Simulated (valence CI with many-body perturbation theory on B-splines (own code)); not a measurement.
E1 line list for Zn24+

Calculated by relativistic CI+MBPT: four valence electrons over a frozen Dirac-Fock core [He], a basis of 11 s, 11 p, 9 d, 7 f, 5 g, 2 h, 1 i functions for each j, with the one-electron correlation potential Σ1, the two-electron term Σ2, the three-electron term Σ3, Breit, model QED; selected CI, second order for the rest (own B-spline code, finite nucleus).

No measured levels were compared; by estimate levels of excited configurations hold to 0.05 to 0.15 % of their energy, terms of the ground configuration to about 0.5 %. Among the levels kept, up to 250 cm⁻¹ of a level comes from second order outside the variational space, and about a tenth of that is noise between levels of different J, which matters for small intervals.

Lines 201 to 250 of 270 in falling wavelength, among levels below 110.58 Ry, chosen from the strongest by gf and those to the six lowest levels. Wavelengths and rates use the calculated energies, so an error of 700 cm⁻¹ moves a line at 0.8817 nm by 0.0062 % and its rate by three times that or more. Electric multipoles are in the length gauge, E1 and E2 with the static RPA response of the core. Weak lines are less certain than strong ones. Lines between different terms over intervals too small for the method are left out, as are lines whose strength nearly cancels. The highest levels of a list are the least certain.

Names give the largest LS component (configuration and term), which can be under half, so a name can repeat, a term be missing and a line seem to break the LS rules; names also repeat where a configuration has a term twice. Letters in brackets count levels of one name in rising energy.

```
λ vac (nm)                Upper         Lower   A (s⁻¹)  log gf  Branch %
    0.8817      2s2.2p.3d 1F°_3  2s2.2p2 3P_2  5.34e+12   -0.36       9.2
    0.8813  2s.2p2.3p 3P°_2 [a]  2s2.2p2 1D_2  6.18e+11   -1.44       6.0
    0.8810      2s2.2p.3d 1P°_1  2s2.2p2 3P_2  3.85e+11   -1.87       1.4
    0.8809  2s.2p2.3p 3P°_1 [a]  2s2.2p2 1D_2  9.90e+11   -1.46       8.3
    0.8807  2s.2p2.3p 3D°_3 [a]  2s2.2p2 1D_2  8.91e+11   -1.14       9.5
    0.8800  2s.2p2.3p 3D°_1 [b]  2s2.2p2 1S_0  1.97e+11   -2.16       2.9
    0.8794       2s.2p2.3d 3D_2  2s.2p3 5S°_2  1.02e+11   -2.23       0.5
    0.8789       2s.2p2.3d 3D_3  2s.2p3 5S°_2  5.07e+11   -1.39       1.7
    0.8779  2s.2p2.3p 5D°_1 [b]  2s2.2p2 3P_1  1.39e+12   -1.32      15.2
    0.8752  2s.2p2.3p 3D°_1 [a]  2s2.2p2 3P_1  1.02e+12   -1.45       6.8
    0.8744      2s.2p2.3p 5P°_1  2s2.2p2 3P_2  3.31e+11   -1.94       4.2
    0.8737      2s.2p2.3p 5P°_2  2s2.2p2 3P_1  2.58e+12   -0.83      96.5
    0.8735  2s.2p2.3p 3P°_1 [b]  2s2.2p2 1S_0  2.23e+11   -2.12       4.5
    0.8734      2s.2p2.3p 5P°_3  2s2.2p2 3P_2  2.37e+12   -0.72      78.8
    0.8730  2s.2p2.3p 5D°_1 [a]  2s2.2p2 3P_0  1.20e+12   -1.39      25.2
    0.8722  2s.2p2.3p 3P°_1 [c]  2s2.2p2 1S_0  2.36e+11   -2.09       8.3
    0.8714  2s.2p2.3p 3D°_2 [a]  2s2.2p2 3P_2  4.98e+11   -1.55       5.1
    0.8713      2s.2p2.3p 3F°_2  2s2.2p2 1D_2  1.78e+12   -1.00      42.3
    0.8698      2s.2p2.3p 5P°_1  2s2.2p2 3P_1  7.08e+12   -0.62      89.3
    0.8693      2s.2p2.3p 1P°_1  2s2.2p2 1S_0  3.90e+11   -1.88       4.6
    0.8683  2s.2p2.3p 3D°_1 [b]  2s2.2p2 1D_2  1.36e+12   -1.34      19.9
    0.8682      2s.2p2.3p 5S°_2  2s2.2p2 3P_2  1.08e+12   -1.21      64.7
    0.8668  2s.2p2.3p 3D°_2 [a]  2s2.2p2 3P_1  9.18e+12   -0.29      94.0
    0.8668  2s.2p2.3p 3P°_1 [d]  2s2.2p2 1S_0  4.60e+11   -1.81       8.9
    0.8660  2s.2p2.3p 5D°_1 [b]  2s2.2p2 3P_0  4.06e+12   -0.86      44.4
    0.8652  2s.2p2.3p 3P°_2 [a]  2s2.2p2 3P_2  8.73e+12   -0.31      85.2
    0.8648      2s.2p2.3p 1D°_2  2s2.2p2 1D_2  3.30e+12   -0.73      48.4
    0.8648  2s.2p2.3p 3P°_1 [a]  2s2.2p2 3P_2  9.28e+12   -0.51      77.4
    0.8646  2s.2p2.3p 3D°_3 [a]  2s2.2p2 3P_2  8.49e+12   -0.18      90.3
    0.8639  2s.2p2.3p 3P°_0 [a]  2s2.2p2 3P_1  1.11e+13   -0.90      98.7
    0.8637      2s.2p2.3p 5S°_2  2s2.2p2 3P_1  4.93e+11   -1.56      29.4
    0.8633  2s.2p2.3p 3D°_1 [a]  2s2.2p2 3P_0  7.11e+12   -0.62      47.2
    0.8628  2s.2p2.3p 3D°_2 [b]  2s2.2p2 1D_2  2.09e+12   -0.93      63.6
    0.8619  2s.2p2.3p 3P°_1 [b]  2s2.2p2 1D_2  2.96e+12   -1.01      59.9
    0.8619      2s.2p2.3p 1F°_3  2s2.2p2 1D_2  1.19e+13   -0.03      88.0
    0.8607  2s.2p2.3p 3P°_2 [a]  2s2.2p2 3P_1  7.72e+11   -1.37       7.5
    0.8607  2s.2p2.3p 3P°_1 [c]  2s2.2p2 1D_2  5.42e+11   -1.74      19.0
    0.8606  2s.2p2.3p 3D°_3 [b]  2s2.2p2 1D_2  1.96e+11   -1.82      29.2
    0.8603  2s.2p2.3p 3P°_1 [a]  2s2.2p2 3P_1  8.76e+11   -1.54       7.3
    0.8580      2s.2p2.3p 5P°_1  2s2.2p2 3P_0  4.45e+11   -1.83       5.6
    0.8579      2s.2p2.3p 1P°_1  2s2.2p2 1D_2  5.51e+12   -0.74      64.5
    0.8569  2s.2p2.3p 3D°_2 [c]  2s2.2p2 1D_2  3.14e+11   -1.76      12.9
    0.8556      2s.2p2.3p 3F°_2  2s2.2p2 3P_2  2.13e+12   -0.93      50.6
    0.8554  2s.2p2.3p 3P°_1 [d]  2s2.2p2 1D_2  1.86e+12   -1.21      35.7
    0.8553  2s.2p2.3p 3P°_2 [b]  2s2.2p2 1D_2  6.24e+12   -0.47      91.2
    0.8527  2s.2p2.3p 3D°_1 [b]  2s2.2p2 3P_2  3.03e+12   -1.00      44.4
    0.8512      2s.2p2.3p 3F°_2  2s2.2p2 3P_1  2.58e+11   -1.85       6.1
    0.8506      2s.2p2.3p 3F°_3  2s2.2p2 3P_2  1.91e+12   -0.84      98.1
    0.8493      2s.2p2.3p 1D°_2  2s2.2p2 3P_2  3.26e+12   -0.75      47.9
    0.8488  2s.2p2.3p 3P°_1 [a]  2s2.2p2 3P_0  6.92e+11   -1.65       5.8
```
